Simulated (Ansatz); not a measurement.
Calculated with Ansatz (gas phase, PBE0-D4/def2-TZVP geometries, no zero-point term in ΔE). CCSD(T)/CBS adds triple-zeta CCSD(T) − MP2 to the extrapolated MP2 energy (def2 sets, frozen cores). This one scheme is used for every species. DFT in def2-TZVPP. HSE06 is defined as in plane-wave codes. Elements past krypton have def2 core potentials. For In outer-core shells are correlated without core-valence functions, which leaves a few kJ/mol of doubt a bond. One conformer a species, not always the lowest.

Consider the ligand exchange at the In–C bond: `C#[C][In]([F])[F]` + `N=C=O` → `O=C=[N][In]([F])[F]` + `C#C`.

```
        level  ΔE (kcal/mol)  difference from CCSD(T)/CBS
       PBE-D4           -2.9                          2.1
    revPBE-D4           -3.5                          1.5
    r2SCAN-D4           -3.8                          1.2
      PBE0-D4           -3.5                          1.5
   r2SCAN0-D4           -4.0                          1.0
     BHLYP-D4           -5.2                         -0.2
 CAM-B3LYP-D4           -4.4                          0.6
      ωB97M-V           -3.8                          1.2
     PBE-QIDH           -4.1                          0.9
       r2SCAN           -3.7                          1.3
      r2SCAN0           -4.0                          1.0
        HSE06           -3.4                          1.6
    CAM-B3LYP           -4.3                          0.7
      LC-ωPBE           -4.0                          1.0
CCSD/def2-SVP           -6.0                         -1.0
HF/def2-QZVPP           -7.4                         -2.4
  CCSD(T)/CBS           -5.0                            0
```

Largest T1 diagnostic among the species: 0.018.

From BLYP to BHLYP (50 % exact exchange), in def2-TZVPP and without D4, ΔE moves by −1.3 kcal/mol. In def2-TZVPP, CCSD(T) changes the Hartree–Fock value by +3.3 kcal/mol (the triples alone add +0.3 kcal/mol) and MP2 by +3.2 kcal/mol.
